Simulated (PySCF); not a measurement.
Two-dimensional NMR puzzle

Compound of formula C$_{5}$H$_{7}$ClO$_{2}$. Correlations simulated from computed shifts and the bond graph:

HSQC (one-bond C–H):
```csv
δH,δC
4.56,72.0
4.17,55.0
4.08,72.0
2.63,29.7
2.46,33.9
2.30,29.7
2.28,33.9
```

COSY cross peaks (H two or three bonds apart, from the bond graph; peaks can be absent where the dihedral angle is near 90°):
```csv
δH,δH
4.56,4.17
4.56,4.08
4.17,4.08
4.17,2.46
4.17,2.28
2.63,2.46
2.63,2.30
2.63,2.28
2.46,2.30
2.46,2.28
2.30,2.28
```

HMBC (two and three bonds, from the bond graph):
```csv
δH,δC
4.56,"174.6, 55.0, 33.9"
4.17,"72.0, 33.9, 29.7"
4.08,"174.6, 55.0, 33.9"
2.63,"174.6, 55.0, 33.9"
2.46,"174.6, 72.0, 55.0, 29.7"
2.30,"174.6, 55.0, 33.9"
2.28,"174.6, 72.0, 55.0, 29.7"
```

Carbons without hydrogens: δ 174.6.

[PySCF 2.14: geometry: GFN2-xTB; σ from GIAO-PBE0/pcSseg-1; isolated molecule; non-relativistic Hamiltonian; single conformer]

Chemical shifts δ = σref − σ; 1H (σref 31.72), 13C (σref 186.93) vs TMS, all at this level.

Exchangeable hydrogens are left out of these lists.

Which molecule is this?

## Answers

SMILES C1C(=O)OC[C@@H](Cl)C1.

Atom-mapped SMILES (the numbers label the heavy atoms): `[O:1]=[C:2]1[CH2:3][CH2:4][C@H:5]([Cl:6])[CH2:7][O:8]1`; H(Xn) means a hydrogen on atom n. Ha(C3), Ha(C4), Ha(C7) are cis to Cl6 on the ring; Hb(C3), Hb(C4), Hb(C7) are trans to Cl6 on the ring.

- δC 174.6 is C2, an ester carbonyl carbon.
- δC 72.0 is C7, an sp3 CH2 bonded to O (δH 4.08, 4.56).
- δC 55.0 is C5, an sp3 CH bonded to Cl (δH 4.17).
- δC 33.9 is C4, an sp3 CH2 in a ring (δH 2.28, 2.46).
- δC 29.7 is C3, an sp3 CH2 α to a carbonyl (δH 2.63, 2.30).
- HMBC from δH 4.56 reaches the proton-free carbon C2.
- HMBC from δH 4.08 reaches the proton-free carbon C2.
- HMBC from δH 2.63 reaches the proton-free carbon C2.
- HMBC from δH 2.46 reaches the proton-free carbon C2.
- COSY links 4.56–4.17, 4.56–4.08, 4.17–4.08, 4.17–2.46, 4.17–2.28, 2.63–2.46.

The data come from this structure; uniqueness wasn't tested.

Carbons that carry Cl, above all several Cl atoms, come out too deshielded, partly because spin–orbit coupling is missing. Shifts are as computed. Against solution values, carbons near 30 ppm lie about +3 ppm off and those near 130 ppm about +5 ppm; carbons on Cl a further +6 ppm. Of 1313 compounds with measured shifts, 239 miss one by over three times the rms of a fit or turn the order of signals round; such compounds aren't used in these exercises.
